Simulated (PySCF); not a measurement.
Cost of excited-state runs on `N[SiH]([Si@@H]1[C@@H](C#N)C1)N`, C$_{3}$H$_{9}$N$_{3}$Si$_{2}$

Molfile (atoms numbered from 1):
```
C3H9N3Si2
     RDKit          3D

 17 17  0  0  0  0  0  0  0  0999 V2000
    4.1603    0.1271    1.5775 N   0  0  0  0  0  0  0  0  0  0  0  0
    3.1935    0.4116    1.0246 C   0  0  0  0  0  0  0  0  0  0  0  0
    1.9930    0.7201    0.3693 C   0  0  1  0  0  0  0  0  0  0  0  0
    1.7364    0.0439   -0.9820 C   0  0  0  0  0  0  0  0  0  0  0  0
    0.5753   -0.5837    0.3669 Si  0  0  2  0  0  4  0  0  0  0  0  0
   -1.5685    0.2005    0.5282 Si  0  0  0  0  0  4  0  0  0  0  0  0
   -2.3943   -1.0986    1.3173 N   0  0  0  0  0  0  0  0  0  0  0  0
   -2.1547    0.4695   -1.0681 N   0  0  0  0  0  0  0  0  0  0  0  0
    1.7353    1.7709    0.4343 H   0  0  0  0  0  0  0  0  0  0  0  0
    1.3751    0.7087   -1.7549 H   0  0  0  0  0  0  0  0  0  0  0  0
    2.5468   -0.5772   -1.3384 H   0  0  0  0  0  0  0  0  0  0  0  0
    1.0831   -1.8386    0.9291 H   0  0  0  0  0  0  0  0  0  0  0  0
   -1.7508    1.5150    1.1663 H   0  0  0  0  0  0  0  0  0  0  0  0
   -2.0661   -1.4327    2.2083 H   0  0  0  0  0  0  0  0  0  0  0  0
   -3.4021   -1.1074    1.3115 H   0  0  0  0  0  0  0  0  0  0  0  0
   -2.0251   -0.2388   -1.7716 H   0  0  0  0  0  0  0  0  0  0  0  0
   -3.0442    0.9218   -1.2022 H   0  0  0  0  0  0  0  0  0  0  0  0
  1  2  3  0
  2  3  1  0
  3  4  1  0
  4  5  1  0
  5  6  1  0
  6  7  1  0
  6  8  1  0
  5  3  1  0
  3  9  1  6
  4 10  1  0
  4 11  1  0
  5 12  1  1
  6 13  1  0
  7 14  1  0
  7 15  1  0
  8 16  1  0
  8 17  1  0
M  END
```

PySCF with density fitting, on 1 thread of an Intel Xeon Platinum 8259CL, shared host. Command: `OMP_NUM_THREADS=1 python excited_run.py task.json out`

**Question.** How long does this run take, and how much memory?
- circular dichroism and optical rotation, CAM-B3LYP/def2-SVPD; 8 states

**Answer.** 
| run | level | basis functions | wall time | peak memory (GiB) |
| --- | --- | --- | --- | --- |
| circular dichroism and optical rotation | CAM-B3LYP/def2-SVPD | 240 | 120 s | 1.1 |

Times from a shared host are rough.
